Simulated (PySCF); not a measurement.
Isomers of C2H6OSi, mass 74.019 u with the commonest isotopes. Computed with PBE0-D3(BJ)/def2-SVP geometry optimisation, gas phase in PySCF. One conformer each, none proved a minimum here; rigid rotors.

**Question.** Order these by rotational constant A, largest first.
A. `[CH3:1][SiH2:2][CH:3]=[O:4]` with C1–Si2–C3–O4 1°
B. `[CH2:1]=[CH:2][SiH2:3][OH:4]` with C1–C2–Si3–O4 9°, C2–Si3–O4–H 68°
C. `[CH2:1]=[CH:2][O:3][SiH3:4]` with C1–C2–O3–Si4 -2°

**Answer.** C (15267 MHz), B (10796 MHz), A (9843 MHz).

**Question.** Order these by rotational constant B, largest first.
A. `[CH3:1][SiH2:2][CH:3]=[O:4]` with C1–Si2–C3–O4 1°
B. `[CH2:1]=[CH:2][SiH2:3][OH:4]` with C1–C2–Si3–O4 9°, C2–Si3–O4–H 68°
C. `[CH2:1]=[CH:2][O:3][SiH3:4]` with C1–C2–O3–Si4 -2°

**Answer.** B (4198 MHz), A (4053 MHz), C (3762 MHz).

**Question.** Order these by out-of-plane moment Σ m c² = (Ia + Ib − Ic)/2, largest first.
A. `[CH3:1][SiH2:2][CH:3]=[O:4]` with C1–Si2–C3–O4 1°
B. `[CH2:1]=[CH:2][SiH2:3][OH:4]` with C1–C2–Si3–O4 9°, C2–Si3–O4–H 68°
C. `[CH2:1]=[CH:2][O:3][SiH3:4]` with C1–C2–O3–Si4 -2°

**Answer.** A (4.54 u·Å²), B (3.81 u·Å²), C (3.00 u·Å²).

```csv
SMILES,point group,Ia (u·Å²),Ib (u·Å²),Ic (u·Å²),κ,μa (D),μb (D),μc (D)
C=C[SiH2]O,–,46.81,120.38,159.58,-0.73,1.03,0.29,1.28
C=CO[SiH3],–,33.10,134.33,161.43,-0.90,0.17,0.51,0.03
C[SiH2]C=O,Cs,51.34,124.69,166.96,-0.70,1.44,1.00,0.02
```
